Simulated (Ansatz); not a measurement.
Program: Ansatz. Geometries: PBE0-D4/def2-TZVP. ΔE: electronic, gas phase. CCSD(T)/CBS adds triple-zeta CCSD(T) − MP2 to the extrapolated MP2 energy (def2 sets, frozen cores). Functionals use def2-TZVPP. B3LYP here is the variant with VWN-RPA as its local correlation; programs differ in this. def2 core potentials past Kr. For Cd, Sn outer-core shells are correlated without core-valence functions, which leaves a few kJ/mol of doubt a bond. Each species was taken in one conformer, which may not be the lowest.

Reaction (ligand exchange at the Si–O bond): `[F][Cd][O][SiH3]` + `[OH][SnH3]` → `[SiH3][O][SnH3]` + `[OH][Cd][F]`

`[F][Cd][O][SiH3]`:

Cartesian coordinates in Å:
```
F -3.603 -1.127 1.164
Cd -2.018 -0.329 0.420
O -0.475 0.545 -0.375
Si 1.132 0.286 -0.314
H 1.502 -1.040 -0.891
H 1.645 0.312 1.088
H 1.817 1.351 -1.092
```

`[OH][SnH3]`:

```xyz
6

O     0.610    0.239    1.351
Sn   -0.258    0.095   -0.411
H     1.085   -0.554    1.605
H    -1.373   -1.199   -0.362
H     0.949   -0.187   -1.589
H    -1.013    1.606   -0.593
```

`[SiH3][O][SnH3]`:

```xyz
9

Si    1.530    0.252    0.516
O     0.056   -0.434    0.569
Sn   -1.606   -0.323   -0.469
H     2.220   -0.039   -0.775
H     2.353   -0.284    1.630
H     1.446    1.736    0.652
H    -2.644   -1.417    0.314
H    -1.219   -0.785   -2.063
H    -2.136    1.294   -0.374
```

`[OH][Cd][F]`:

```xyz
4

O     0.539   -1.180    0.471
Cd    0.029    0.553   -0.269
F    -0.353    2.283   -1.030
H    -0.215   -1.657    0.828
```

| level | ΔE (kJ/mol) |
| --- | --- |
| PBE0-D4 | -0.6 |
| B3LYP-D4 | -2.5 |
| BHLYP-D4 | -0.6 |
| B2PLYP | 0.0 |
| PBE-QIDH | 1.7 |
| BHLYP | 1.4 |
| MP2/def2-TZVPP | 0.6 |
| MP2/def2-QZVPP | -2.2 |

(1) What does CCSD(T)/CBS give? (Best estimate.)

(2) What do rigid-rotor, harmonic-oscillator terms from PBE0-D4/def2-TZVP frequencies (298.15 K, 1 bar) make of the CCSD(T)/CBS value? (Best estimate.)

Largest T1 diagnostic among the species: 0.017.

Answers

(1) Ansatz gave: -2.8 kJ/mol. The listed levels differ from it by 2.2, 0.3, 2.2, 2.8, 4.5, 4.2, 3.4, 0.6 kJ/mol.

(2) Ansatz gave: ΔZPE = -0.5 kJ/mol, ΔH = -2.8 kJ/mol, ΔS = 12 J/(mol·K), ΔG = -6.2 kJ/mol. Modes under 50 cm⁻¹ make the entropy rough.

In def2-TZVPP, CCSD(T) changes the Hartree–Fock value by −3.7 kJ/mol (the triples alone add −0.4 kJ/mol) and MP2 by −4.3 kJ/mol. Leaving LDA and LC-ωPBE aside and taking each functional with its dispersion term where it has one, the values, not all of them listed here, spread over 5.9 kJ/mol, from BLYP-D4 to PBE-QIDH.
